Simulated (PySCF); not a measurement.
Excitations are Tamm–Dancoff values on a coarser integration grid.

Z-matrix (Å, degrees):
```
C
O 1 1.2113
N 1 1.3554 2 124.72
H 3 1.0053 1 121.31 2 -180.00
H 3 1.0080 4 119.34 1 -180.00
H 1 1.1085 2 123.01 3 180.00
```
Charge 0, multiplicity 1.

Problem. What S1 oscillator strength, T1 excitation (TDA), total energy, HOMO, S1 excitation (TDA), brightest of the four lowest singlets (TDA), S1–T1 gap (TDA) and LUMO does PBE-D3(BJ)/def2-TZVPD // r2SCAN-D4/def2-TZVPD (PySCF) give?

Solution. 
```
Property                                           Result
-------------------------------------------  ------------
S1 oscillator strength                              0.001
T1 excitation (TDA)                               4.91 eV
total energy                                 -169.7819 Ha
HOMO                                             -6.04 eV
S1 excitation (TDA)                               5.45 eV
brightest of the four lowest singlets (TDA)       6.41 eV
S1–T1 gap (TDA)                                   0.54 eV
LUMO                                             -0.80 eV
```
